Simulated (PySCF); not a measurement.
**Polarisability and C₆ of Pd²⁺ (palladium, charge +2)**

[Kr] 4d8, high-spin 3F determinant. Calculation: PySCF 2.14, in aug-cc-pVTZ-DK; the spin-free X2C one-electron Hamiltonian (Gaussian nucleus). Coupled (time-dependent) response in atomic units; α is the mean over directions.

| method | mean α (bohr³) | C₆ (like pair) | S(−4) |
| --- | --- | --- | --- |
| UHF | 6.051 | 31.57 | 7.919 |
| PBE | 6.900 | 36.61 | 12.02 |

S(−4) is the Cauchy moment in α(ω) = α(0) + S(−4) ω² + …

Spin-orbit coupling is absent.

α(iu) at UHF:

```tsv
u (hartree)	α(iu) (bohr³)
0	6.051
0.0500	6.031
0.100	5.974
0.200	5.762
0.300	5.462
0.500	4.773
0.750	3.975
1.00	3.319
1.50	2.370
2.00	1.752
3.00	1.045
5.00	0.4785
```

A single London oscillator, α(iu) = α/(1 + u²/ω²), gives C₆ = (3/4) ω α². Matching the computed C₆ needs ω = 4 × 31.57 / (3 × 6.051²) = 1.15 hartree.

For an ion, C₆ is the dispersion term alone; charge-induced terms of lower order in 1/R come first.
